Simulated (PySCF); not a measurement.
**How methods differ on the ionisation energy of Kr²⁺**

Kr²⁺ [Ar] 3d10 4s2 4p4 (3P) → Kr³⁺ [Ar] 3d10 4s2 4p3 (4S), as a difference of total energies. Calculation: PySCF 2.14, in aug-cc-pVQZ-PP with one added diffuse shell each of s, p, d, f, g type with ECP10MDF (8s7p6d4f3g, 114 functions); a scalar-relativistic core potential. Correlated levels: valence: 3s2 3p6 3d10 frozen. The calculations carry no spin-orbit coupling.

| method | ionisation energy (eV) |
| --- | --- |
| UHF | 34.334 |
| LDA | 35.729 |
| PBE | 35.432 |
| PBE0 | 35.474 |
| r2SCAN | 35.577 |
| BP86 | 35.639 |
| BHandHLYP | 35.511 |
| MN15 | 35.052 |
| MP2 (valence) | 35.177 |
| SCS-MP2 (valence) | 35.276 |

Q: How much does correlation contribute at MP2 (valence)?

A: 35.177 − (34.334) = 0.843 eV, measured against UHF.

The reference lies between the lowest fine-structure levels, while these numbers refer to the centres of the terms.

Errors of the correlated levels include the incompleteness of this basis and the frozen core.

For comparison: 35.838 ± 0.02 eV (measured; NIST Atomic Spectra Database, ionization energies).
